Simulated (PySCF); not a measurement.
**How methods differ on the ionisation energy of Rb²⁰⁺**

Rb²⁰⁺ [Ne] 3s2 3p5 (2P) → Rb²¹⁺ [Ne] 3s2 3p4 (3P), as a difference of total energies. Calculation: PySCF 2.14, in an even-tempered Gaussian basis (18 s from 1.9 bohr⁻², ratio 2.5; 12 p from 2.4 bohr⁻², ratio 2.5; 5 d from 13 bohr⁻², ratio 2.7; 4 f from 20 bohr⁻², ratio 2.7); scalar relativity by spin-free X2C-1e. Correlated levels: outer shells: 1s2 frozen; virtual orbitals above 40 to 60 times the deepest correlated orbital energy dropped. The calculations carry no spin-orbit coupling.

| method | ionisation energy (eV) |
| --- | --- |
| UHF | 908.38 |
| MP2 (outer shells) | 909.38 |
| SCS-MP2 (outer shells) | 909.32 |
| CCSD (outer shells) | 909.31 |
| CCSD(T) (outer shells) | 909.31 |

Q: How much does correlation contribute at CCSD(T) (outer shells)?

A: 909.31 − (908.38) = 0.93 eV, measured against UHF.

Spin-orbit coupling is strong in these open shells (close to jj coupling). The scalar numbers leave it out and a first-order estimate fails, so it can dominate the gap to the real levels.

Breit and QED terms and the two-electron picture change are absent.

For comparison: 905.3 ± 1 eV (semi-empirical (NIST evaluation); NIST Atomic Spectra Database, ionization energies).
